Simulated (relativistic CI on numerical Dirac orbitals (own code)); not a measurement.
# Slater and spin-orbit integrals, Yb XXXVI

Computed by Dirac-Coulomb-Breit CI, orbitals from a KLI potential per configuration, model QED, unscaled Slater integrals (own radial code, finite nucleus).

Slater integrals F^k, G^k are unscaled and averaged over j, outside the closed core [Ar] 3d10; ζ comes from projecting the Hamiltonian with its Breit term on Σ l·s of the shell.

- 4s2.4p5: ζ(4p) = 369890 cm⁻¹; <r>(4p) = 0.4486, <r^2>(4p) = 0.2276 (bohr units).
- 4s2.4p4.4d: F^2(4p,4p) = 227940, ζ(4p) = 370440, F^2(4p,4d) = 224180, G^1(4p,4d) = 277840, G^3(4p,4d) = 178290, ζ(4d) = 46487 cm⁻¹; <r>(4p) = 0.4486, <r^2>(4p) = 0.2277, <r>(4d) = 0.4489, <r^2>(4d) = 0.2302 (bohr units).
- 4s.4p5.4d: G^1(4s,4p) = 298380, ζ(4p) = 370190, G^2(4s,4d) = 220270, F^2(4p,4d) = 224130, G^1(4p,4d) = 277790, G^3(4p,4d) = 178260, ζ(4d) = 46744 cm⁻¹; <r>(4s) = 0.4375, <r^2>(4s) = 0.2151, <r>(4p) = 0.4487, <r^2>(4p) = 0.2278, <r>(4d) = 0.449, <r^2>(4d) = 0.2303 (bohr units).

Averages of the first 10 configurations, taken without configuration mixing, which lowers the lowest level and can move excited configurations by several eV; other configurations of the list can lie among them:

```
Configuration  Parity  States  Average energy above the lowest level (eV)
      4s2.4p5     odd       6                                        24.6
       4s.4p6    even       2                                       172.7
   4s2.4p4.4d    even     150                                       200.0
    4s.4p5.4d     odd     120                                       343.6
   4s2.4p4.4f     odd     210                                       376.2
    4s.4p5.4f    even     168                                       520.1
       4p6.4d    even      10                                       497.4
   4s.4p4.4d2    even    1350                                       517.5
4s2.4p3.4d.4f    even    2800                                       552.2
       4p6.4f     odd      14                                       674.2
```
